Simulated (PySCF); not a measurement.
Molecule: `CSc1cc(Cl)nnn1`, C4H4ClN3S.

Bonds (- single, = double, # triple, : aromatic): C1-S2, S2-C3, C3:C4, C4:C5, C5-Cl6, C5:N7, N7:N8, N8:N9, N9:C3. C1 carries H10, H11, H12; C4 carries H13.

Frames of a GFN2-xTB Langevin trajectory at 600 K; GIAO PBE0/pcSseg-1 shieldings in PySCF 2.14.0 with density-fitted response routines, gas phase, non-relativistic; equivalent atoms averaged within each frame.

Scale: TMS for $^{13}$C (186.93 ppm), $^{1}$H (31.72 ppm); $^{33}$S (503.73 ppm) vs CS2; $^{35}$Cl (949.78 ppm) vs HCl; $^{15}$N (267.73 ppm) against NH3 (reference shieldings calculated alike). The references are static minima.

Q: How do the shifts (ppm) fluctuate along the trajectory?

A: 
```csv
time (fs),C3,C5,C4,C1,S2,Cl6,N8,N7,N9,H13
optimised geometry,171.9,166.6,121.5,20.0,37,288,534.0,409.4,404.7,7.20
250,177.7,172.5,114.1,28.0,86,271,530.8,405.3,394.4,6.61
425,165.7,173.4,119.5,27.5,75,359,523.3,398.9,397.7,6.64
625,160.4,176.1,120.3,17.5,12,257,522.5,434.8,389.8,7.25
800,172.5,181.0,135.2,12.7,29,300,521.1,448.2,389.8,8.54
1000,194.3,163.6,122.5,15.9,103,257,555.7,429.7,401.4,7.24
mean of frames,174.1,173.3,122.3,20.3,61,289,530.7,423.4,394.6,7.25
standard deviation,13.1,6.4,7.9,7.0,39,43,14.5,20.7,5.1,0.78
```

5 frames give an uncertainty of the mean of about the standard deviation over 2.2 at best, since frames this close in time may not be independent; classical motion lacks zero-point vibration, and the reference would need the same averaging.
